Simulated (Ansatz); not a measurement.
Z-matrix (Å, degrees):
```
C
Al 1 1.995
O 1 1.451 2 108.7
H 1 1.096 2 113.5 3 122.1
H 1 1.094 2 112.0 3 -117.3
O 2 1.703 1 116.5 3 -129.3
H 2 1.588 1 121.6 3 62.8
Si 3 1.628 1 114.1 2 44.1
H 6 0.955 2 123.0 1 -173.4
H 8 1.526 3 105.1 1 -38.2
H 8 1.485 3 114.7 1 76.8
H 8 1.479 3 110.7 1 -156.2
```

Charge 0, multiplicity 1.

(1) List the r2SCAN/def2-TZVPP orbital energies in eV (Ansatz). (An estimate is asked.)

Results:

(1) The calculation gave: Occupied: -1791.98, -1516.58, -516.07, -515.11, -273.89, -142.36, -110.09, -97.27, -97.21, -97.19, -70.44, -70.23, -70.19, -26.74, -25.30, -17.32, -14.24, -12.47, -11.79, -11.42, -10.83, -9.30, -9.21, -8.86, -7.74, -7.63, -7.49, -6.27. Lowest empty: -1.28, -0.14, 0.04, 0.69, 0.94, 1.37, 2.27, 2.68.
